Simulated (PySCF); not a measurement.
Isomers of C10H10, from PySCF, PBE0-D3(BJ)/def2-SVP geometry optimisation, gas phase. One conformer each, no zero-point energy, no frequencies.

Question: Which is lowest in electronic energy at this level?
A. `[CH2:1]=[CH:2][c:3]1[cH:4][cH:5][c:6]([CH:7]=[CH2:8])[cH:9][cH:10]1` with C1–C2–C3–C4 180°, C5–C6–C7–C8 0°: A = 4748, B = 700.1, C = 610.2 MHz, dipole 0.00 D
B. 1-methyl-1H-indene (`[C@@H]1(C)c2c(cccc2)C=C1`): A = 2595, B = 1248, C = 884.7 MHz, dipole 0.75 D
C. `[CH2:1]=[CH:2][c:3]1[cH:4][cH:5][c:6]2[c:7]([cH:8]1)[CH2:9][CH2:10]2` with C1–C2–C3–C4 177°: A = 3317, B = 913.1, C = 722.7 MHz, dipole 0.76 D

Answer: B. That is `C[C@H]1C=Cc2ccccc21` (1-methyl-1H-indene), 25.2 kcal/mol below the next.

```csv
SMILES,mapped SMILES,E (Eh),relative (kcal/mol),relative (kJ/mol),dipole (D)
C[C@H]1C=Cc2ccccc21,[CH3:1][C@H:2]1[CH:3]=[CH:4][c:5]2[cH:6][cH:7][cH:8][cH:9][c:10]21,-386.36098,0.0,0.0,0.75
C=Cc1ccc(C=C)cc1,[CH2:1]=[CH:2][c:3]1[cH:4][cH:5][c:6]([CH:7]=[CH2:8])[cH:9][cH:10]1,-386.32080,25.2,105.5,0.00
C=Cc1ccc2c(c1)CC2,[CH2:1]=[CH:2][c:3]1[cH:4][cH:5][c:6]2[c:7]([cH:8]1)[CH2:9][CH2:10]2,-386.31032,31.8,133.0,0.76
```

As drawn, the highest has a four-membered ring, which the lowest lacks.
